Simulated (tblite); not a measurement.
Compound: C4H13N2Si (doublet state).
Structure used (GFN2-xTB), in Å, numbered top down from 1:
```xyz
20
C4H13N2Si angstrom
C     -1.281    1.836   -0.817
C     -1.675    0.430   -0.744
C     -0.804   -0.414    0.260
C     -1.417   -1.805    0.415
N      0.557   -0.511   -0.157
Si     1.827    0.481    0.425
N      3.186   -0.016   -0.516
H     -0.575    2.174   -1.549
H     -1.538    2.505   -0.018
H     -2.706    0.342   -0.390
H     -1.595   -0.049   -1.723
H     -0.812    0.100    1.225
H     -1.474   -2.303   -0.552
H     -0.795   -2.405    1.075
H     -2.417   -1.743    0.836
H      0.673   -1.032   -1.012
H      1.487    1.914    0.343
H      2.144    0.130    1.813
H      4.086    0.320   -0.219
H      3.124    0.057   -1.519
```

Method: GFN2-xTB as coded in tblite; computed harmonic values from a numerical Hessian at the method's own geometry, unscaled. The method is semi-empirical: single wavenumbers can be off by several per cent or more. Modes of hydrogen on silicon can be 10 to 20 % off. One conformer, not necessarily the lowest. Open shells enter through the occupations alone, without spin polarisation, and single modes of such species can be off by tens of per cent.

Harmonic wavenumbers (cm⁻¹): 37.0, 63.9, 102.0, 142.5, 190.0, 209.6, 218.6, 222.5, 294.0, 324.6, 356.1, 436.5, 459.0, 526.1, 531.2, 576.6, 594.5, 730.3, 787.2, 815.2, 824.7, 841.6, 874.6, 902.9, 977.9, 1029.4, 1070.4, 1079.0, 1153.2, 1185.1, 1225.0, 1262.4, 1282.2, 1295.4, 1388.5, 1399.9, 1412.2, 1468.7, 1489.8, 1496.3, 1542.4, 2128.2, 2222.5, 2935.2, 2942.8, 2962.2, 3022.0, 3035.2, 3037.5, 3128.9, 3167.5, 3459.1, 3480.4, 3521.9.

A = 3102, B = 1262, C = 1007 MHz; mass 117.085 u (most abundant isotopes); point group C1, symmetry number 1; spin multiplicity 2.

Task: Zero-point energy?

Result: ½Σν̃ = 35931 cm⁻¹ = 429.83 kJ/mol.

Task: Entropy at 273.15 K, 1 bar (ideal gas, RRHO, classical rotation)?

Result: Translation 166.44, rotation 119.37, vibration 128.89, spin (R ln 2) 5.76: S = 420.5 J/(mol K).

Task: And Cp and H(273.15 K) − H(0)?

Result: Cp = 167.08 J/(mol K), of which vibrations give 133.82 (their classical limit is 54 R = 449.0); H(273.15 K) − H(0) = 27.80 kJ/mol without the zero-point energy, 18.71 from vibrations.

Task: How do the functions run with temperature in this model?

Result: 
| T (K) | S (J/(mol K)) | Cp (J/(mol K)) | H − H(0) (kJ/mol) | G − H(0) (kJ/mol) | ln q(vib) |
| --- | --- | --- | --- | --- | --- |
| 50 | 250.7 | 57.0 | 2.16 | -10.37 | 0.68 |
| 100 | 299.2 | 85.6 | 5.74 | -24.18 | 2.03 |
| 298.15 | 435.6 | 178.1 | 32.11 | -97.75 | 8.01 |
| 373.15 | 479.0 | 209.4 | 46.66 | -132.06 | 10.25 |
| 500 | 546.7 | 254.3 | 76.18 | -197.19 | 13.95 |
| 750 | 662.6 | 317.1 | 148.18 | -348.81 | 20.83 |
| 1000 | 760.0 | 359.2 | 233.02 | -526.97 | 27.12 |

q(vib) and H(0) count from the zero-point level.

Task: What must be added to the electronic energy to get the Gibbs energy at 273.15 K and 1 bar?

Result: ZPE + [H(273.15 K) − H(0)] − T·S = 429.83 + 27.80 − 114.85 = 342.78 kJ/mol.

Task: Which modes carry the vibrational entropy at 273.15 K?

Result: 37.0 cm⁻¹: 21.92; 63.9 cm⁻¹: 17.41; 102.0 cm⁻¹: 13.58; 142.5 cm⁻¹: 10.89; 190.0 cm⁻¹: 8.65; 209.6 cm⁻¹: 7.90 J/(mol K); the other 48 give 48.54 together.

Task: Blend soft modes into free rotors: weight 1/[1 + (100 cm⁻¹/ν̃)⁴] for the oscillator and the rest for a rotor with moment μB/(μ + B), μ = h/(8π²ν), B = 10⁻⁴⁴ kg m². What vibrational entropy results?

Result: 118.43 J/(mol K) in place of 128.89, which changes −T·S at 273.15 K by +2.86 kJ/mol.

Hindered rotation and anharmonicity are outside this model. Other conformers, if any are populated, would add a mixing term that is left out. The structure is chiral; the term R ln 2 for an equal mix with its mirror image is left out.
